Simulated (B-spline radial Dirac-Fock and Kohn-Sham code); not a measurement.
# How the levels of lutetium move as electrons are removed

Model: multi-electron Dirac-Fock with separately optimised hole states, Breit and Lamb-shift corrections added in first order. Program: a radial B-spline solver. Each ion is free and in its tabulated ground configuration. No correlation.

Reference: Lu¹¹⁺, [Kr] 4d10 4f12 5s2, with L2 (2p1/2) 10572.8 eV, M1 (3s) 2719.8 eV, M2 (3p1/2) 2488.2 eV, M3 (3p3/2) 2249.2 eV, N4 (4d3/2) 422.3 eV, Kα1 (K-L3) 54067.6 eV, Kβ1 (K-M3) 61286.2 eV, Lα1 (L3-M5) 7656.7 eV. Shifts from it, in eV (a dash: the subshell is empty, belongs to an open shell averaged over j, or its hole state is left out as unreliable):

```
  ion       configuration  L2 (2p1/2)  M1 (3s)  M2 (3p1/2)  M3 (3p3/2)  N4 (4d3/2)    Kα1    Kβ1    Lα1
Lu¹²⁺  [Kr] 4d10 4f11 5s2       +35.6    +36.7       +36.7       +36.7       +32.6  -0.76  -1.73  -0.85
Lu¹³⁺  [Kr] 4d10 4f10 5s2       +73.0    +75.4       +75.2       +75.2       +66.5  -1.60  -3.57  -1.73
Lu¹⁴⁺  [Kr] 4d10 4f10 5s1      +101.5   +102.4      +102.7      +102.6       +92.9  -0.85  -1.83  -0.92
Lu¹⁵⁺      [Kr] 4d10 4f10      +130.7   +130.3      +130.8      +130.7      +119.7  +0.40  +0.47  -0.05
Lu¹⁶⁺       [Kr] 4d10 4f9      +171.7   +172.5      +172.9      +172.7      +156.2  -0.44  -1.27  -0.85
Lu¹⁷⁺       [Kr] 4d10 4f8           ?        ?           ?           ?           ?      ?      ?      ?
Lu¹⁸⁺       [Kr] 4d10 4f7      +258.9   +262.0      +262.2      +261.9      +232.5  -2.35  -4.92  -2.42
Lu¹⁹⁺       [Kr] 4d10 4f6      +305.0   +309.2      +309.3      +309.0      +272.3  -3.41  -6.80  -3.18
Lu²⁰⁺       [Kr] 4d10 4f5      +352.7   +358.0      +358.1      +357.6      +313.0  -4.54  -8.70  -3.89
```

Task: Give the missing shifts for Lu¹⁷⁺.

Result: L2 (2p1/2) +214.5, M1 (3s) +216.4, M2 (3p1/2) +216.7, M3 (3p3/2) +216.5, N4 (4d3/2) +193.8, Kα1 -1.36, Kβ1 -3.08, Lα1 -1.65 (eV).

Over this range L2 (2p1/2) moves by +352.7 eV and Kα1 by -4.5 eV: a line is a difference of two levels that shift in the same direction.

Values without a named source are computed, but for edge energies of neutral atoms, which are taken from tables.
